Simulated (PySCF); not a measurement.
Lowest triplet excitation (TDA) (eV) of eight silicon and germanium compounds: TDDFT-PBE beside TDDFT-B3LYP, computed with PySCF for isolated molecules in the bases named; differences from unrounded values. The eight are the first of their class met in an unordered collection, after screening for sound electronic states; none was chosen by its value. Each molecule has one DFT geometry for both levels.

```csv
molecule,basis,TDDFT-B3LYP
"C₅H₈Si, SMILES C(#C)[C@@H]1C[C@@H]1[SiH3]",def2-SVPD,5.22
"FH6NOSi2, SMILES N[Si@@H](O)[SiH2]F",def2-SVPD,5.17
"GeH2ClBr, SMILES [Cl][GeH2][Br]",def2-SVPD,5.27
"FGeH₄NO₂, SMILES [OH][Ge]([F])([NH2])[OH]",def2-SVPD,5.90
"CH6F2OSi2, SMILES OC([SiH2]F)[SiH2]F",def2-SVPD,5.27
"(silylamino)silyloxymethane (CH₉NOSi₂), SMILES CO[SiH2]N[SiH3]",def2-SVPD,6.01
"C2H7BrSi, SMILES CC[SiH2]Br",def2-SVPD,6.07
"C2H4ClNSi, SMILES N#CC[SiH2]Cl",def2-SVPD,6.09
```

**Question.** Estimate the TDDFT-PBE values and say how TDDFT-PBE differs from TDDFT-B3LYP over the set. (The exact figures need the calculation; the answer reports its results.)

**Answer.** 
```json
[
 {"molecule": "C₅H₈Si, SMILES C(#C)[C@@H]1C[C@@H]1[SiH3]", "TDDFT-PBE": "5.16", "difference": "-0.06"},
 {"molecule": "FH6NOSi2, SMILES N[Si@@H](O)[SiH2]F", "TDDFT-PBE": "4.63", "difference": "-0.54"},
 {"molecule": "GeH2ClBr, SMILES [Cl][GeH2][Br]", "TDDFT-PBE": "4.95", "difference": "-0.32"},
 {"molecule": "FGeH₄NO₂, SMILES [OH][Ge]([F])([NH2])[OH]", "TDDFT-PBE": "5.32", "difference": "-0.58"},
 {"molecule": "CH6F2OSi2, SMILES OC([SiH2]F)[SiH2]F", "TDDFT-PBE": "4.54", "difference": "-0.73"},
 {"molecule": "(silylamino)silyloxymethane (CH₉NOSi₂), SMILES CO[SiH2]N[SiH3]", "TDDFT-PBE": "5.56", "difference": "-0.45"},
 {"molecule": "C2H7BrSi, SMILES CC[SiH2]Br", "TDDFT-PBE": "5.70", "difference": "-0.37"},
 {"molecule": "C2H4ClNSi, SMILES N#CC[SiH2]Cl", "TDDFT-PBE": "6.08", "difference": "-0.01"}
]
```
TDDFT-PBE lies below TDDFT-B3LYP in 8 and above it in 0 of the eight; the mean signed difference is -0.38 and the largest -0.73 eV.
